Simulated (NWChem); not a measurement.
# Correlation energy of silene (CH₄Si)

```xyz
6

C      0.0000     0.0000    -1.1569
Si     0.0000     0.0000     0.5507
H      0.9266     0.0000    -1.7379
H     -0.9266     0.0000    -1.7379
H     -1.2496     0.0000     1.3539
H      1.2496     0.0000     1.3539
```
Charge 0, spin multiplicity 1.

Everything below was run with NWChem. The geometry was optimised at PBE0/def2-SVP, a minimum by its harmonic frequencies.

Basis set: cc-pVTZ. Each correlation energy counts from its own Hartree-Fock reference.

The correlated methods keep 6 core orbitals frozen. Coupled-cluster values serve here as a point of comparison, not as the truth.

```json
[
 {"method": "RI-MP2", "correlation energy (mHa)": "-296.4"},
 {"method": "MP2", "correlation energy (mHa)": "-296.4"},
 {"method": "SCS-MP2", "correlation energy (mHa)": "…"},
 {"method": "CR-CCSD[T]", "correlation energy (mHa)": "-338.4"},
 {"method": "CR-CCSD(T)", "correlation energy (mHa)": "-338.1"},
 {"method": "CCSD", "correlation energy (mHa)": "-326.4"},
 {"method": "CCSD+T(CCSD)", "correlation energy (mHa)": "…"},
 {"method": "CCSD(T)", "correlation energy (mHa)": "…"}
]
```

Question: What belongs in the gaps?

Answer: 
- SCS-MP2, correlation energy (mHa): -306.2
- CCSD+T(CCSD), correlation energy (mHa): -341.5
- CCSD(T), correlation energy (mHa): -341.0
